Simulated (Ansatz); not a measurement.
B(CNMe)H3 (C2H6BN), 10 atoms. Hardware: 4 threads of Arm Neoverse V1 on a shared host.

Correlated methods freeze 4 core orbitals.

Problem. How many basis functions does each of these Ansatz runs have, and roughly what does it cost? PBE0-D4/def2-SVP, charge 0 singlet, energy, from earlier orbitals; CCSD(T)/def2-TZVPP, charge 0 singlet, energy, from earlier orbitals; PBE0-D4/def2-TZVP, charge 0 singlet, energy, from earlier orbitals; r2SCAN-D4/def2-SVP, charge 0 singlet, frequencies; PBE0-D4/def2-SVP, charge 1 doublet at the geometry of the charge 0 singlet, energy with a search over starts; PBE-D4/def2-TZVP, charge 1 doublet, energy, from earlier orbitals; PBE-QIDH/def2-TZVP, charge 0 singlet, energy, from earlier orbitals; r2SCAN-D4/def2-SVP, charge 1 doublet, relaxation, 21 steps; HF/STO-3G, charge 0 singlet, energy; ωB97X-V/def2-TZVP, charge 0 singlet, energy, from earlier orbitals; r2SCAN-D4/def2-TZVP, charge 0 singlet, energy, from earlier orbitals; CAM-B3LYP-D4/def2-TZVP, charge 0 singlet, energy, from earlier orbitals.

Solution. Other jobs shared the machine, so times can vary by a factor of up to 3. A dash marks memory too small to be measured apart from the calling script's.

```
                                                                                                         run  functions  fitting or Cholesky vectors  wall time  peak host memory (GiB)
                                                                         HF/STO-3G, charge 0 singlet, energy         26                          357      0.1 s                       –
                                           PBE0-D4/def2-SVP, charge 0 singlet, energy, from earlier orbitals         86                          990     0.55 s                       –
                                          PBE0-D4/def2-TZVP, charge 0 singlet, energy, from earlier orbitals        160                          948      1.1 s                       –
                                     CAM-B3LYP-D4/def2-TZVP, charge 0 singlet, energy, from earlier orbitals        160                          948      1.3 s                       –
                                           PBE-D4/def2-TZVP, charge 1 doublet, energy, from earlier orbitals        160                          948      1.6 s                       –
                                         PBE-QIDH/def2-TZVP, charge 0 singlet, energy, from earlier orbitals        160                         1084      1.6 s                       –
                                        r2SCAN-D4/def2-TZVP, charge 0 singlet, energy, from earlier orbitals        160                          948      1.8 s                       –
                                          ωB97X-V/def2-TZVP, charge 0 singlet, energy, from earlier orbitals        160                          948      3.4 s                       –
PBE0-D4/def2-SVP, charge 1 doublet at the geometry of the charge 0 singlet, energy with a search over starts         86                          990      5.5 s                       –
                                                           r2SCAN-D4/def2-SVP, charge 0 singlet, frequencies         86                          990       37 s                       –
                                         CCSD(T)/def2-TZVPP, charge 0 singlet, energy, from earlier orbitals        208                         1220       40 s                     2.9
                                                  r2SCAN-D4/def2-SVP, charge 1 doublet, relaxation, 21 steps         86                          990       45 s                       –
```
